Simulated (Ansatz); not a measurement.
Basis sets compared for Mg₅O₄⁺. The state is a doublet with charge 1. Geometry r2SCAN-D4/def2-SVP. Ansatz on 4 threads of Arm Neoverse V1 on a shared host; times are rough, and most runs start from earlier orbitals.

```xyz
9

Mg    0.539   -2.427    0.300
Mg    1.706    0.015    0.348
Mg   -0.332    0.023   -1.478
Mg   -0.882    0.234    1.209
Mg   -1.167    2.418   -0.429
O     1.057   -1.236   -1.083
O    -1.900    0.580   -0.434
O     0.512   -1.028    1.580
O     0.468    1.421   -0.014
```

Another isomer (doublet) lies 0.21 eV lower at PBE0-D4/def2-TZVP; other spin states weren't run for this one.

```json
{"level": "PBE-D4/def2-SVP", "functions": "146", "energy (Eh)": "-1299.9463", "HOMO (eV)": "-7.64", "LUMO (eV)": "-7.13", "wall time": "7.5 s"}
{"level": "PBE0-D4/def2-SVP", "functions": "146", "energy (Eh)": "-1300.0133", "HOMO (eV)": "-7.89", "LUMO (eV)": "-6.54", "wall time": "11 s"}
```

Task: Estimate the rows for PBE-D4/def2-TZVP (with forces), PBE0-D4/def2-TZVP.

Result: 
```tsv
level	functions	energy (Eh)	HOMO (eV)	LUMO (eV)	wall time
PBE-D4/def2-TZVP (with forces)	284	-1300.6607	-7.60	-7.08	13 s
PBE0-D4/def2-TZVP	284	-1300.7259	-7.86	-6.47	35 s
```
